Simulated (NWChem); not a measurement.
System: C₂H₅FOSi; SMILES F[SiH]1COC1

Here is an NWChem input.

```
start job
memory heap 200 mb stack 900 mb global 1100 mb
geometry units angstroms noautoz
  F     -0.415538     2.016675     0.000000
  Si     0.411696     0.616424     0.000000
  C     -0.083785    -0.805010     1.134728
  O      0.108766    -1.668197     0.000000
  C     -0.083785    -0.805010    -1.134728
  H      1.856678     0.977937     0.000000
  H      0.560637    -1.116626     1.971059
  H     -1.135780    -0.801227     1.479867
  H     -1.135780    -0.801227    -1.479867
  H      0.560637    -1.116626    -1.971059
end
basis spherical
  * library def2-tzvp
end
dft
  xc b3lyp
  iterations 150
  semidirect filesize 400000000
  mulliken
end
task dft energy
```

Parts of the log:

```
             Northwest Computational Chemistry Package (NWChem) 7.3.0
             --------------------------------------------------------

 CS  symmetry detected

                             Geometry "geometry" -> ""
                             -------------------------

 Output coordinates in angstroms (scale by  1.889725989 to convert to a.u.)

  No.       Tag          Charge          X              Y              Z
 ---- ---------------- ---------- -------------- -------------- --------------
    1 F                    9.0000    -0.35308695    -2.02143051     0.00000000
    2 Si                  14.0000     0.39163762    -0.57560746     0.00000000
    3 C                    6.0000    -0.18535850     0.81473477     1.13472800
    4 O                    8.0000    -0.04313751     1.68762701     0.00000000
    5 C                    6.0000    -0.18535850     0.81473477    -1.13472800
    6 H                    1.0000     1.85513613    -0.85280183     0.00000000
    7 H                    1.0000     0.43992848     1.16316041     1.97105900
    8 H                    1.0000    -1.23536752     0.75001338     1.47986700
    9 H                    1.0000    -1.23536752     0.75001338    -1.47986700
   10 H                    1.0000     0.43992848     1.16316041    -1.97105900

 Effective nuclear repulsion energy (a.u.)     239.3160664624

      Symmetry information
      --------------------

 Group name             Cs
 Group number              2
 Group order               2
 No. of unique centers     7

                                 NWChem DFT Module
                                 -----------------

 Summary of "ao basis" -> "ao basis" (spherical)
 ------------------------------------------------------------------------------
       Tag                 Description            Shells   Functions and Types
 ---------------- ------------------------------  ------  ---------------------
 F                         def2-tzvp                11       31   5s3p2d1f
 Si                        def2-tzvp                13       37   5s5p2d1f
 C                         def2-tzvp                11       31   5s3p2d1f
 O                         def2-tzvp                11       31   5s3p2d1f
 H                         def2-tzvp                 4        6   3s1p

      Symmetry analysis of basis
      --------------------------

        a'        115
        a"         76

            General Information
            -------------------
          SCF calculation type: DFT
          Wavefunction type:  closed shell.
          No. of atoms     :    10
          No. of electrons :    48
           Alpha electrons :    24
            Beta electrons :    24
          Charge           :     0
          Spin multiplicity:     1
          Use of symmetry is: on ; symmetry adaption is: on
          Maximum number of iterations: 150
          AO basis - number of functions:   191
                     number of shells:    77
          Convergence on energy requested:  1.00D-06
          Convergence on density requested:  1.00D-05
          Convergence on gradient requested:  5.00D-04

              XC Information
              --------------
                         B3LYP Method XC Potential
                     Hartree-Fock (Exact) Exchange  0.200
                        Slater Exchange Functional  0.800 local
                    Becke 1988 Exchange Functional  0.720 non-local
              Lee-Yang-Parr Correlation Functional  0.810
                  VWN I RPA Correlation Functional  0.190 local

             Grid Information
             ----------------
          Grid used for XC integration:  medium
          Radial quadrature: Mura-Knowles
          Angular quadrature: Lebedev.
          Tag              B.-S. Rad. Rad. Pts. Rad. Cut. Ang. Pts.
          ---              ---------- --------- --------- ---------
          F                   0.50       49          11.0       434
          Si                  1.10       88           9.0       590
          C                   0.70       49          10.0       434
          O                   0.60       49          10.0       434
          H                   0.35       45          11.0       434
          Grid pruning is: on
          Number of quadrature shells:   370
          Spatial weights used:  Erf1

      Superposition of Atomic Density Guess
      -------------------------------------

 Sum of atomic energies:        -540.87949852

      Non-variational initial energy
      ------------------------------

 Total energy =    -543.058269
 1-e energy   =   -1222.171472
 2-e energy   =     439.797136
 HOMO         =      -0.308994
 LUMO         =       0.034768

      Symmetry analysis of molecular orbitals - initial
      -------------------------------------------------

  Numbering of irreducible representations:

     1 a'          2 a"

  Orbital symmetries:

     1 a'          2 a'          3 a'          4 a'          5 a"
     6 a'          7 a'          8 a'          9 a"         10 a'
    11 a'         12 a"         13 a'         14 a'         15 a'
    16 a'         17 a"         18 a'         19 a"         20 a'
    21 a"         22 a'         23 a"         24 a'         25 a'
    26 a"         27 a'         28 a'         29 a'         30 a"
    31 a'         32 a'         33 a"         34 a"

------------------------------------------------------------
EAF file 0: "./job.aoints.0" size=399507456 bytes
------------------------------------------------------------
               write      read    awrite     aread      wait
               -----      ----    ------     -----      ----
     calls:      762         0         0         0         0
   data(b): 4.00e+08  0.00e+00  0.00e+00  0.00e+00
   time(s): 0.00e+00  0.00e+00  0.00e+00  0.00e+00  0.00e+00
rate(mb/s): 0.00e+00  0.00e+00
------------------------------------------------------------

     ---------------------------------------------
      Total Density - Mulliken Population Analysis
     ---------------------------------------------

    Atom       Charge   Shell Charges
 -----------   ------   -------------------------------------------------------
    1 F    9     9.53   0.77  1.20  0.61  1.01  0.31  2.37  2.36  0.88  0.00  0.01  0.00
    2 Si  14    13.02   2.00  0.59  1.39  0.84  0.41  4.11  1.73  0.48  0.92  0.21  0.15  0.12  0.06
    3 C    6     6.25   0.86  1.12  0.54  0.69  0.12  1.12  1.33  0.39  0.02  0.07  0.01
    4 O    8     8.47   0.79  1.18  0.59  0.95  0.25  1.91  2.09  0.66  0.00  0.03  0.00
    5 C    6     6.25   0.86  1.12  0.54  0.69  0.12  1.12  1.33  0.39  0.02  0.07  0.01
    6 H    1     1.05   0.23  0.54  0.29  0.01
    7 H    1     0.85   0.24  0.45  0.13  0.02
    8 H    1     0.86   0.24  0.46  0.14  0.02
    9 H    1     0.86   0.24  0.46  0.14  0.02
   10 H    1     0.85   0.24  0.45  0.13  0.02

   convergence    iter        energy       DeltaE   RMS-Dens  Diis-err
 ---------------- ----- ----------------- --------- --------- ---------
 d= 0,ls=0.0,diis     1   -543.8450911321 -7.83D+02  5.22D-03  1.19D+00
 d= 0,ls=0.0,diis     2   -543.8032751680  4.18D-02  3.16D-03  1.62D+00
 d= 0,ls=0.0,diis     3   -543.9280990574 -1.25D-01  7.51D-04  1.53D-01
 d= 0,ls=0.0,diis     4   -543.9386836412 -1.06D-02  2.62D-04  3.89D-03
 d= 0,ls=0.0,diis     5   -543.9389484802 -2.65D-04  1.01D-04  1.29D-03
  Resetting Diis
 d= 0,ls=0.0,diis     6   -543.9390649075 -1.16D-04  2.51D-05  5.48D-05
 d= 0,ls=0.0,diis     7   -543.9390697250 -4.82D-06  9.95D-06  2.66D-06
 d= 0,ls=0.0,diis     8   -543.9390695836  1.41D-07  5.32D-06  4.16D-06

         Total DFT energy =     -543.939069583646
      One electron energy =    -1226.174910710706
           Coulomb energy =      495.736324437551
    Exchange-Corr. energy =      -52.816549772938
 Nuclear repulsion energy =      239.316066462447

 Numeric. integr. density =       48.000003243197

                  Occupations of the irreducible representations
                  ----------------------------------------------

                     irrep           alpha         beta
                     --------     --------     --------
                     a'               17.0         17.0
                     a"                7.0          7.0

                       DFT Final Molecular Orbital Analysis
                       ------------------------------------

 Vector   22  Occ=2.000000D+00  E=-3.159274D-01  Symmetry=a"
              MO Center= -2.0D-02,  3.8D-01, -1.7D-13, r^2= 2.7D+00
   Bfn.  Coefficient  Atom+Function         Bfn.  Coefficient  Atom+Function
  ----- ------------  ---------------      ----- ------------  ---------------
    48      0.251813   2 Si pz               75     -0.190707   3 C  py
   137      0.190707   5 C  py               76     -0.156806   3 C  pz
   138     -0.156806   5 C  pz               78     -0.155996   3 C  py
   140      0.155996   5 C  py                8     -0.118865   1 F  pz
    79     -0.116672   3 C  pz              141     -0.116672   5 C  pz

 Vector   23  Occ=2.000000D+00  E=-3.139587D-01  Symmetry=a'
              MO Center=  9.3D-02,  9.3D-01,  1.5D-13, r^2= 2.7D+00
   Bfn.  Coefficient  Atom+Function         Bfn.  Coefficient  Atom+Function
  ----- ------------  ---------------      ----- ------------  ---------------
   106      0.255147   4 O  py              105      0.238677   4 O  px
   109      0.207587   4 O  py              108      0.196991   4 O  px
   112      0.166751   4 O  py               75     -0.157703   3 C  py
   137     -0.157703   5 C  py              111      0.146423   4 O  px
    46     -0.131410   2 Si px               78     -0.124726   3 C  py

[...]
```

Level: B3LYP/def2-TZVP. Geometry: optimised at PBE0/def2-SVP.
